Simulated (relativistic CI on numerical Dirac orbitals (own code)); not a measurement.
Ni3+ in a cubic cluster: L2,3 absorption with charge transfer

Computed with a charge-transfer multiplet model of a cubic metal-ligand cluster with up to 3 ligand holes, Slater and spin-orbit integrals from Dirac-Coulomb-Breit ions, Slater integrals scaled by 0.7. The ground state mixes d7 with configurations of k ligand holes L, whose averages lie at kΔ + k(k − 1)U_dd/2; a core hole lowers each added d electron by U_cd. 20 K, Lorentzian 0.4 eV and Gaussian 0.3 eV FWHM.

Atomic integrals in eV (Slater integrals scaled, ζ unscaled), ground: F2dd 9.255, F4dd 5.778, zeta_d 0.089; with the core hole: F2dd 9.781, F4dd 6.109, zeta_d 0.114, zeta_core 11.406, F2cd 5.866, G1cd 4.475, G3cd 2.546.

Cluster parameters (eV): Δ = -1.4, U_dd = 8.3, 10Dq = 1.6, 10Dq(ligand) = 1.1, V(eg) = 1.45, V(t2g) = -0.67, final-state hopping factor = 0.9.

```
          Case   n_d    d7   d8L  d9L2  d10L3     S
 U_cd = 7.8 eV  7.83  0.23  0.72  0.05   0.00  0.51
 U_cd = 9.6 eV  7.83  0.23  0.72  0.05   0.00  0.51
U_cd = 10.2 eV  7.83  0.23  0.72  0.05   0.00  0.51
U_cd = 10.8 eV  7.83  0.23  0.72  0.05   0.00  0.51
U_cd = 11.4 eV  7.83  0.23  0.72  0.05   0.00  0.51
```

Weights, n_d and S are thermal averages at 20 K. Photon energies count from the first peak over 30 % of the highest in each spectrum, which can be another peak from case to case. The parameters are a model scan and need not match a compound or its usual spin state. Peaks in eV (height, largest 100):
- U_cd = 7.8 eV: 0.0 (100), 2.1 (16), 16.7 (15), 17.5 (53), 18.7 (10)
- U_cd = 9.6 eV: 0.0 (100), 2.1 (17), 17.5 (46), 18.6 (10)
- U_cd = 10.2 eV: 0.0 (100), 2.0 (16), 6.2 (5), 17.4 (45), 18.5 (11)
- U_cd = 10.8 eV: 0.0 (100), 2.0 (15), 6.3 (7), 17.4 (43), 18.5 (10)
- U_cd = 11.4 eV: 0.0 (100), 2.0 (14), 6.0 (7), 17.4 (42), 18.6 (10)

For the case U_cd = 9.6 eV, Δ = -1.4 eV is smaller than U_dd = 8.3 eV, the charge-transfer side of the Zaanen-Sawatzky-Allen scheme (negative Δ: between configuration averages a ligand hole costs less than the nominal valence; multiplet and field energies can change this for the lowest states). With the core hole the configuration with one ligand hole lies at Δ + U_dd − U_cd = -0.9, -2.7, -3.3, -3.9, -4.5 eV from the one without, in the order of the table; where this is negative the screened configuration lies lower, though the effective hopping of about 1.9 eV (from the holes of the mixed ground state) mixes the two strongly wherever it is as large as the gap.
